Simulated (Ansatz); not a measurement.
Species: sum formula SiH2F (charge 0, doublet). It need not be the lowest isomer of its formula. 
Coordinates optimised at B3LYP-D3(BJ)/def2-TZVP (Ansatz, a program for electronic structure):
```
Si
F 1 1.6108
H 1 1.4871 2 107.72
H 1 1.4871 3 111.30 2 -117.87
```
Charge 0, spin multiplicity 2.

Basis-set convergence of Hartree-Fock and CCSD correlation energies (hartree) with Ansatz. Cores are frozen in the correlated levels unless marked. Open shells are spin-unrestricted. Spin-orbit coupling is left out. Non-relativistic.

| basis | functions | E(HF) | E(corr, CCSD) |
|---|---|---|---|
| aug-cc-pV(D+d)Z | 73 | -389.56459 | -0.31481 |
| aug-cc-pV(T+d)Z | 147 | -389.60749 | -0.38369 |
| aug-cc-pV(Q+d)Z | 261 | -389.61894 | -0.40800 |

Extrapolating the two largest sets (X = 3 and 4) as X^-3: E(corr) = (64·(-0.40800) - 27·(-0.38369))/37 = -0.4257 Eh, an estimate of the basis-set limit. The largest set recovers 95.8 % of it, the smallest 73.9 %.
